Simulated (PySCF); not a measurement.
C²⁺ (carbon, charge +2) across methods

[He] 2s2, closed-shell 1S. Computed with PySCF 2.14 in aug-cc-pVQZ with one added diffuse shell each of s, p, d, f, g type (7s6p5d4f3g, 105 functions), with the non-relativistic Hamiltonian (point nucleus). The B2PLYP total includes its PT2 part (frozen core); its orbital energies are those of the SCF part.

```tsv
method	E (hartree)	mean ε 1s (eV)	mean ε 2s (eV)	Σ⟨r²⟩ (bohr²)	⟨S²⟩
LDA	-36.1293	-305.77	-40.154	4.611	0.000
r2SCANh	-36.4883	-315.51	-41.278	4.595	0.000
PBE0	-36.4708	-317.46	-42.035	4.576	0.000
PW91	-36.4871	-308.68	-40.416	4.575	0.000
CAM-B3LYP	-36.4947	-318.15	-43.601	4.601	0.000
B2PLYP	-36.5035	-327.96	-43.590	4.602	0.000
r2SCAN	-36.4866	-312.26	-40.663	4.595	0.000
PBE	-36.4601	-308.30	-40.355	4.575	0.000
```

Problem. Estimate the same row for UHF.

Solution. E (hartree) = -36.40827; mean ε 1s (eV) = -344.25; mean ε 2s (eV) = -46.098; Σ⟨r²⟩ (bohr²) = 4.624; ⟨S²⟩ = 0.000.
